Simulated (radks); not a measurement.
Effect of the nuclear size on the caesium ion Cs+, [Xe]. All-electron calculation, Dirac Kohn-Sham, PBE, spin-unpolarised, spherical densities, finite nucleus; Fermi nuclear charge, rms radius 4.8041 fm. Program: a radial shooting solver on a logarithmic mesh with Libxc functionals. The rms radius is varied about that value; shifts are against it.

rms radius (fm),total energy shift (eV),density at nucleus (e/bohr^3),1s1/2 shift (meV),2s1/2 shift (meV),4s1/2 shift (meV),4p1/2 shift (meV),5s1/2 shift (meV),5p1/2 shift (meV),5p3/2 shift (meV)
3.9298,-2.48,3.075e+05,-1040,-124,-5.29,0.370,-0.778,0.076,0.088
4.4342,-1.10,3.007e+05,-459,-54.7,-2.34,0.164,-0.345,0.033,0.039
4.8041,0,2.962e+05,0.000,0.000,0.000,0.000,0.000,0.000,0.000
5.2076,1.28,2.918e+05,535,63.8,2.73,-0.191,0.402,-0.039,-0.045
5.4382,2.05,2.895e+05,856,102,4.37,-0.306,0.643,-0.062,-0.072

Slopes of the eigenvalues against <r^2> in GHz/fm^2, as finite differences over the two radii next to the reference (eigenvalue slopes, not the field-shift constants of lines): 1s1/2 32200, 2s1/2 3840, 4s1/2 165, 4p1/2 -11.5, 5s1/2 24.2, 5p1/2 -2.35, 5p3/2 -2.73.
